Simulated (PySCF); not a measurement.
Isomers of C7H6ClF. Level of theory: TDDFT PBE0/def2-SVPD, vertical, gas phase, core orbitals frozen in the response (PySCF). Geometries: GFN2-xTB; one conformer of each isolated species. Triplets are in the Tamm–Dancoff approximation.

A. `Cc1ccc(F)cc1Cl`
B. `FC1=C[C@@H]2C[C@H]1C=C2Cl`
C. `F[C@]1(Cl)CC12C=CC=C2`

Lowest singlet levels (six at most, fewer where fewer were computed) with oscillator strengths:

1. 256 nm (f 0.005); 220 nm (f 0.029); 203 nm (f 0.004); 195 nm (f 0.023); 187 nm (f 0.032); 184 nm (f 0.068); T1 3.37 eV
2. 238 nm (f 0.029); 209 nm (f 0.039); 194 nm (f 0.001); 186 nm (f 0.417); 181 nm (f 0.007); 181 nm (f 0.580); T1 3.99 eV
3. 270 nm (f 0.040); 215 nm (f 0.110); 207 nm (f 0.011); 194 nm (f 0.032); 193 nm (f 0.041); 181 nm (f 0.000); T1 2.83 eV

Question: Match each spectrum to its molecule.

Answer: 1 = B, 2 = A, 3 = C.
- A: S1 at 5.21 eV, HOMO→LUMO (68%), HOMO-1→LUMO+1 (22%); Löwdin shares by element: HOMO carbon 64% or more (atoms not listed hold the other 36%); LUMO carbon 72% or more (atoms not listed hold the other 28%); HOMO -7.16 and LUMO -0.83 eV; point group Cs.
- B: S1 at 4.84 eV, HOMO→LUMO (96%); Löwdin shares by element: HOMO carbon 74% or more (atoms not listed hold the other 26%); LUMO carbon 64% or more (atoms not listed hold the other 36%); HOMO -6.61 and LUMO -0.68 eV.
- C: S1 at 4.59 eV, HOMO→LUMO (98%); Löwdin shares by element: HOMO carbon 86% or more; LUMO carbon 66% or more (atoms not listed hold the other 34%); HOMO -6.65 and LUMO -1.25 eV.
